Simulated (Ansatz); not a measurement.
Start from `BB[CH2][InH2]` and change one atom or group to get `BBCOC`.

Ansatz, PBE0-D4/def2-TZVP geometries, multiplicity 1. Each molecule was computed in one conformer, which needn't be the lowest.

Elements past krypton have def2 core potentials.

```
                            property  `BB[CH2][InH2]`
   LUMO energy (PBE/def2-TZVPP) / eV            -2.95
 HOMO energy (B3LYP/def2-TZVPP) / eV            -7.26
 LUMO energy (B3LYP/def2-TZVPP) / eV            -2.18
 HOMO–LUMO gap (PBE/def2-TZVPP) / eV             3.52
  LUMO energy (PBE0/def2-TZVPP) / eV            -1.97
HOMO–LUMO gap (PBE0/def2-TZVPP) / eV             5.51
```

Q: What does the change do to each property? (Best estimate.)

A: The calculation gave: 
```csv
property,`BBCOC`,shift
LUMO energy (PBE/def2-TZVPP) / eV,-2.71,0.24
HOMO energy (B3LYP/def2-TZVPP) / eV,-7.26,0.00
LUMO energy (B3LYP/def2-TZVPP) / eV,-1.93,0.25
HOMO–LUMO gap (PBE/def2-TZVPP) / eV,3.22,-0.30
LUMO energy (PBE0/def2-TZVPP) / eV,-1.70,0.27
HOMO–LUMO gap (PBE0/def2-TZVPP) / eV,5.80,0.29
```

Positive LUMOs are unbound, so they and the gaps depend on the basis.

B3LYP here is the variant with VWN-RPA as its local correlation; programs differ in this.
